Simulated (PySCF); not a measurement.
**What an electron can do to GeF**

r²SCAN in PySCF with def2-TZVPPD on every atom, for the lowest determinant that a PBE0 search found; no spin–orbit coupling.

```
species  state (unpaired electrons)  Re (Å)  ωe (cm⁻¹)  energy of the minimum from the neutral (eV)  De (eV)  dissociates to
    GeF               doublet (π ↑)   1.756        663                                         0.00     5.40          Ge + F
   GeF⁺      singlet (closed shell)   1.678        806                                         7.58     5.89         Ge⁺ + F
   GeF⁻              triplet (π ↑↑)   1.859        501                                        -0.99     3.07         Ge + F⁻
```

Task: Work out the lowest energy to break GeF into atoms, from its vibrational ground state.

Result: D0 = De − ωe/2 = 5.40 − 0.04 = 5.36 eV (r²SCAN/def2-TZVPPD).

Task: Work out the ionisation energy of the Ge atom at this level and the threshold of dissociative ionisation.

Result: IE(Ge) = 7.58 + 5.89 − 5.40 = 8.07 eV, so Ge⁺ + F + e⁻ appears at D0 + IE(Ge) = 13.43 eV (r²SCAN/def2-TZVPPD). The measured IE(Ge) is 7.899 eV (NIST ASD).

Task: Work out the electron affinity of the F atom and the threshold of dissociative attachment.

Result: EA(F) = 5.40 − 3.07 − (-0.99) = 3.32 eV, so Ge + F⁻ needs D0 − EA(F) = 2.04 eV (r²SCAN/def2-TZVPPD). The measured EA(F) is 3.401 eV.

Task: At which energy does ion-pair formation open?

Result: Ge⁺ + F⁻ lies at D0 + IE(Ge) − EA(F) = 10.11 eV (r²SCAN/def2-TZVPPD).

These are thermodynamic thresholds; the onsets seen under electron impact lie higher where the geometry changes, and cross-sections peak well above them.

Spin–orbit coupling is left out. For an ion De counts to the pair picked by the measured ionisation energies or electron affinities, which need not be the lowest pair at this level. The highest Kohn–Sham level is positive in this anion. Much of that is self-interaction error, but it also means that the finite basis helps to hold the extra electron. States were picked by a PBE0 search and need not be the measured ground states.
